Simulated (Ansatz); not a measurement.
Program: Ansatz. Geometries: PBE0-D4/def2-TZVP. ΔE: electronic, gas phase. CCSD(T)/CBS adds triple-zeta CCSD(T) − MP2 to the extrapolated MP2 energy (def2 sets, frozen cores). This one scheme is used for every species. DFT in def2-TZVPP. B3LYP here is the variant with VWN-RPA as its local correlation; programs differ in this. Elements past krypton have def2 core potentials. For Sn outer-core shells are correlated without core-valence functions, which leaves a few kJ/mol of doubt a bond. One conformer a species, not always the lowest.

Reaction (ligand exchange at the Sn–O bond): `O[SiH2][SnH2][OH]` + HCl → `O[SiH2][SnH2][Cl]` + H₂O

**Question.** Is it downhill or uphill in electronic energy at CCSD(T)/CBS, and by how much? (An estimate is asked.)

**Answer.** Computed: Downhill: ΔE = -92.0 kJ/mol.

**Question.** What do these levels give: B3LYP-D4, ωB97X-V, ωB97M-V, B2PLYP, r2SCAN, PBE0, B3LYP, HF/def2-TZVPP, CCSD/def2-TZVPP, HF/def2-QZVPP, HF/CBS(def2), CCSD/CBS(def2)? (Estimate.)

**Answer.** Ansatz gave: B3LYP-D4 -91.6, ωB97X-V -88.8, ωB97M-V -92.4, B2PLYP -86.6, r2SCAN -90.7, PBE0 -93.3, B3LYP -86.5, HF/def2-TZVPP -93.6, CCSD/def2-TZVPP -86.0, HF/def2-QZVPP -93.1, HF/CBS(def2) -93.1, CCSD/CBS(def2) -92.7 kJ/mol.

Largest T1 diagnostic among the species: 0.014.

In def2-TZVPP, CCSD(T) changes the Hartree–Fock value by +8.3 kJ/mol (the triples alone add +0.7 kJ/mol) and MP2 by +3.9 kJ/mol. From PBE to PBE0 (25 % exact exchange), in def2-TZVPP and without D4, ΔE moves by −6.1 kJ/mol.
